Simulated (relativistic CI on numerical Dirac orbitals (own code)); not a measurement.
d1 to d9 in one octahedral field

Computed with a parametric ligand-field model without spin-orbit coupling, by exact diagonalisation: B = 430, C = 1990, 10Dq = 35500 cm⁻¹ (Oh; |10Dq|/B = 82.6) for every shell. Energies in cm⁻¹; the field energy is (0.6 n_e − 0.4 n_t2) × 10Dq of the ground term; g labels are left out. So small a B with so large a field is typical of 4d and 5d ions, where spin-orbit coupling, left out here, reaches 1,000 to 4,000 cm⁻¹.

```csv
Shell,Ground term,Electrons in e,Field energy,First spin-allowed bands,Lowest term of other spin
d1,2T2,0.000,-14200,2E 35500,
d2,3T1,0.004,-28249,"3T2 34378, 3T1 39707",1T2 6665
d3,4A2,0.000,-42600,"4T2 35500, 4T1 40451",2E 9500
d4,?,?,?,?,?
d5,2T2,0.015,-70468,"2A2 32771, 2T1 32921",4T1 25917
d6,1A1,0.012,-84762,"1T1 33901, 1T2 40310",3T1 29776
d7,2E,1.008,-63630,"2T1 33805, 2T2 34347",4T1 25970
d8,3A2,2.000,-42600,"3T2 35500, 3T1 40451",1E 7389
d9,2E,3.000,-21300,2T2 35500,
```

(1) Fill in the row of d4.

## Answers

(1) Ground term: 3T1; Electrons in e: 0.008; Field energy: -56530; First spin-allowed bands: 3E 33467, 3T1 33970; Lowest term of other spin: 1T2 6010. Low spin: d4, d5, d6, d7; the other shells keep the spin of the free ion. Only d4 to d7 can choose; the field needed to pair spins is smallest for d6 and largest for d5, which loses most exchange energy. In the strong-field picture 10Dq must exceed about 6B + 5C = 12530 (d4), 7.5B + 5C = 13175 (d5), 2.5B + 4C = 9035 (d6) and 4B + 4C = 9680 (d7); mixing of terms shifts these bounds somewhat.
